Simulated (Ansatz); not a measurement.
Harmonic frequencies (cm⁻¹) at PBE0-D4/def2-TZVP from Ansatz: 45, 69, 125, 229, 241, 343, 383, 475, 527, 597, 616, 675, 764, 833, 858, 926, 2144, 2161, 2219, 2236, 2666.

Each molecule was computed in one conformer, which needn't be the lowest.

**Question.** Which molecule is it?
A. `[I][Ga]1[CH2]C[O]1`
B. `F[SiH]1[SiH2][SiH2]1`
C. `S[SiH2][GeH2][I]`
D. `[GeH3][S][SiH2]I`

**Answer.** C.
